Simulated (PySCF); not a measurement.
## How methods differ on the ionisation energy of Os⁺

Os⁺ [Xe] 4f14 5d6 6s1 (6D) → Os²⁺ [Xe] 4f14 5d6 (5D), as a difference of total energies. Computed with PySCF 2.14 in def2-QZVPPD with the def2 core potential (60 electrons), with a scalar-relativistic core potential. Correlated levels: valence: 5s2 5p6 frozen; valence and next inner shell: nothing frozen outside the core potential. The calculations carry no spin-orbit coupling.

```tsv
method	ionisation energy (eV)
UHF	16.006
LDA	17.846
PBE	17.539
PBE0	17.276
r2SCAN	17.559
B97-3	16.997
BP86	17.670
HSE06	17.284
CAM-B3LYP	17.145
MP2 (valence)	16.829
SCS-MP2 (valence)	16.471
MP2 (valence and next inner shell)	17.202
SCS-MP2 (valence and next inner shell)	16.822
```

Problem. How much does correlation contribute at MP2 (valence and next inner shell)?

Solution. 17.202 − (16.006) = 1.196 eV, measured against UHF.

The reference lies between the lowest fine-structure levels, while these numbers refer to the centres of the terms.

Errors of the correlated levels include the incompleteness of this basis and the frozen core.

For comparison: 17 ± 1 eV (semi-empirical (NIST evaluation); NIST Atomic Spectra Database, ionization energies).
